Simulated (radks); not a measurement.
Spherical quantum dot in the effective-mass picture: electrons in a hard-walled sphere of radius 2.81, with a point charge +1 (a donor) at the centre, all in effective atomic units (hartree* = m*/eps^2 hartree, bohr* = eps/m* bohr), one dielectric constant everywhere. Calculated with a radial shooting solver with Libxc functionals: non-relativistic Kohn-Sham, PBEsol, spin-polarised, spherical densities. Levels are named by radial order and angular momentum (1s, 1p, 1d, 2s, ...), and open shells are averaged over m. Results are scaled to m* = 0.31 and eps = 15.1, for which hartree* = 37 meV and bohr* = 2.578 nm. At N = 17 the configuration is 1s2 1p6 1d(up 5, down 4). Does electron 18 go into 2s up or 1d down or 2s down?

Answer. Into 1d down. The total energies of the other choices lie higher by 15.6 meV (2s up), 15.8 meV (2s down).
